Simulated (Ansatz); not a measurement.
Kohn–Sham single points on CH5BOSSi, SMILES `OC1BS[SiH2]1`.

```yaml
crystal:
  periodic: [false, false, false]
  atoms:
    - {symbol: O, position_ang: [1.273571, -0.534844, 1.301746]}
    - {symbol: C, position_ang: [0.083935, -0.307004, 0.591726]}
    - {symbol: B, position_ang: [-0.267662, -1.286606, -0.586194]}
    - {symbol: S, position_ang: [-1.243671, -0.343509, -1.786864]}
    - {symbol: Si, position_ang: [-0.241443, 1.143617, -0.597409]}
    - {symbol: H, position_ang: [1.329997, 0.087812, 2.030076]}
    - {symbol: H, position_ang: [-0.814255, -0.343003, 1.236400]}
    - {symbol: H, position_ang: [0.059612, -2.422150, -0.740683]}
    - {symbol: H, position_ang: [-1.075973, 2.303530, -0.175415]}
    - {symbol: H, position_ang: [0.978890, 1.651156, -1.270383]}
basis:
  gaussian: {orbitals: def2-TZVPP}
hamiltonian: {xc: {name: wB97M-V}}
output: {forces: true, orbitals: {seedname: orbitals}}
```

```sh
$ ansatz run in.yaml --threads 4 --pin off --events-out ev --progress --plain --max-ram 10444MiB
```

Shortened log:

```
Functional definition: wB97M-V
1377 factors; their error is unknown
314 factors; integrals over basis functions are off by at most 9.8e-6 eV
mean field evaluation 1: about -22550.9103 eV, gradient 4.4e1 eV
mean field evaluation 2: about -22551.3343 eV, gradient 4.5e1 eV
mean field evaluation 4: about -22554.8505 eV, gradient 2.1e0 eV
mean field evaluation 8: about -22554.8654 eV, gradient 3.7e-2 eV
mean field evaluation 16: about -22554.8664 eV, gradient 1.1e-4 eV
mean field -22554.86641325 eV, -828.8760524493 hartree, gradient 3.9e-5 eV, S^2 0.000000; 0 other end points of the search recorded, 0 dependent functions left out
reference -22554.86646657 eV, -828.8760544089 hartree; 27, 27 occupied and 220, 220 virtual orbitals, 1377 factors
Total energy: -22554.86646657 eV, -828.8760544089 hartree
Atom 0 at     1.273571    -0.534844     1.301746 Å, force     0.259183    -0.002281     0.197646 eV/Å
Atom 1 at     0.083935    -0.307004     0.591726 Å, force    -0.374333     0.144953    -0.133610 eV/Å
Atom 2 at    -0.267662    -1.286606    -0.586194 Å, force     0.052260    -0.216965    -0.026739 eV/Å
Atom 3 at    -1.243671    -0.343509    -1.786864 Å, force    -0.016098     0.011390    -0.018768 eV/Å
Atom 4 at    -0.241443     1.143617    -0.597409 Å, force     0.064416     0.174004     0.004866 eV/Å
Atom 5 at     1.329997     0.087812     2.030076 Å, force     0.017303    -0.047533    -0.045784 eV/Å
Atom 6 at    -0.814255    -0.343003     1.236400 Å, force     0.071247    -0.013323    -0.049392 eV/Å
Atom 7 at     0.059612    -2.422150    -0.740683 Å, force    -0.038580     0.155263     0.030639 eV/Å
Atom 8 at    -1.075973     2.303530    -0.175415 Å, force     0.103784    -0.146567    -0.046080 eV/Å
Atom 9 at     0.978890     1.651156    -1.270383 Å, force    -0.139182    -0.058942     0.087223 eV/Å
Dipole moment:    -0.069378     0.351899     0.335250 e Å
```

Hardware: 4 threads of an Arm Neoverse V2 on a shared host. Wall time 11 s, peak host memory 0.92 GiB.

The same input with `hamiltonian: {xc: lda}` and no forces (abridged; 1.2 s):

```
Functional definition: SPW92
mean field evaluation 16: about -22456.1460 eV, gradient 2.7e-4 eV
mean field -22456.14595291 eV, -825.2481424470 hartree, gradient 7.0e-5 eV, S^2 0.000000
Total energy: -22456.14599397 eV, -825.2481439558 hartree
```

With the line `hamiltonian: {xc: {name: B3LYP}, dispersion: d4}` (abridged; 4.4 s):

```
Functional definition: B3LYP
mean field evaluation 16: about -22558.6294 eV, gradient 4.5e-5 eV
mean field -22558.62943725 eV, -829.0143410306 hartree, gradient 4.5e-5 eV, S^2 0.000000
Total energy: -22559.05338003 eV, -829.0299206405 hartree
Atom 0 force     0.275413    -0.028454     0.176333 eV/Å
Atom 1 force    -0.417451    -0.003184    -0.150364 eV/Å
Atom 2 force     0.080153    -0.308726     0.031600 eV/Å
Atom 3 force    -0.121324    -0.069563    -0.191532 eV/Å
Atom 4 force     0.094780     0.372860     0.025550 eV/Å
Atom 5 force     0.057694    -0.004799     0.045227 eV/Å
Atom 6 force     0.085843    -0.002403     0.010244 eV/Å
Atom 7 force    -0.035214     0.131997     0.025923 eV/Å
Atom 8 force     0.058198    -0.065041    -0.023208 eV/Å
Atom 9 force    -0.078091    -0.022687     0.050227 eV/Å
Dipole moment:    -0.068352     0.347567     0.335261 e Å
```

Changing it to `hamiltonian: {xc: {name: PBE-QIDH}}` and no forces (abridged; 5.5 s):

```
Functional definition: PBE-QIDH
mean field evaluation 16: about -22532.5994 eV, gradient 1.9e-4 eV
mean field -22532.59941172 eV, -828.0577552363 hartree, gradient 2.0e-6 eV, S^2 0.000000
13 core orbitals not correlated: weight in the atoms' cores, before any rotation towards them, 1.000 or more for the frozen orbitals, at most 0.000 for the correlated occupied ones
second order -24.52336252 eV of doubles, -0.00000000 eV of singles
Total energy: -22540.77387920 eV, -828.3581613754 hartree
```

With the line `hamiltonian: {xc: {name: BLYP}, dispersion: d4}` and no forces (abridged; 2 s):

```
Functional definition: BLYP
mean field evaluation 16: about -22555.9264 eV, gradient 3.9e-4 eV
mean field -22555.92638284 eV, -828.9150056133 hartree, gradient 5.1e-5 eV, S^2 0.000000
Total energy: -22556.49907501 eV, -828.9360516624 hartree
```

With the line `hamiltonian: {xc: pbe0, dispersion: d4}` and no forces (abridged; 2.8 s):

```
Functional definition: PBE0
mean field evaluation 16: about -22546.0027 eV, gradient 6.3e-5 eV
mean field -22546.00273803 eV, -828.5503183930 hartree, gradient 6.3e-5 eV, S^2 0.000000
Total energy: -22546.22203413 eV, -828.5583773761 hartree
```

B3LYP takes the VWN-RPA correlation (the form of Gaussian; ORCA's B3LYP/G).
